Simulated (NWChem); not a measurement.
Molecule: InSi2H6F; SMILES [F][In]([SiH3])[SiH3]

Computed with NWChem. Medium grid unless said otherwise, to which SCAN and Minnesota functionals are sensitive. Coordinates come from a PBE0/def2-SVP optimisation. Not confirmed as a minimum by frequencies. def2 effective core potentials on In; no spin-orbit coupling.

**Question.** Estimate the computed values for M05-2X/def2-SVP. Quantities: highest occupied level (eV); orbital gap (eV); dipole (D).

**Answer.** 
| Item | Value |
|---|---|
| highest occupied level (eV) | -8.27 |
| orbital gap (eV) | 6.79 |
| dipole (D) | 3.08 |
